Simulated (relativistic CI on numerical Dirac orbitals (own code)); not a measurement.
Method of calculation: Dirac equation for one electron, model QED (radiative potential, 1s self-energy scaled to tabulated hydrogen-like ionisation energies) (own radial code, finite nucleus).

The strongest absorption lines from the ground level of an ion, among the configurations computed and to levels below about 6440 eV (vacuum wavelength in Å, gf): 1.9244 (0.01), 1.9488 (0.018), 1.9954 (0.038), 1.9959 (0.019), 2.1041 (0.1), 2.1052 (0.052), 2.4912 (0.54), 2.4966 (0.28).

Problem. Which ion is it?
A. Ar¹⁷⁺
B. Ti¹⁹⁺
C. Ti²¹⁺
D. Cr²³⁺

Solution. C. Ti²¹⁺ has 1 electrons and the ground level 1s ²S1/2; the strongest line goes to 2p ²P°3/2. The pattern of lines fixes the number of electrons, and along that sequence the line energies rise steadily with the charge (about as its square where n changes within one kind of shell, about linearly where n is kept but much faster in heavy ions where fine structure, which grows about as Z⁴, sets the gap, and irregularly where shells cross), which fixes Z. Configurations outside the model, such as inner-shell arrays, can give stronger lines.
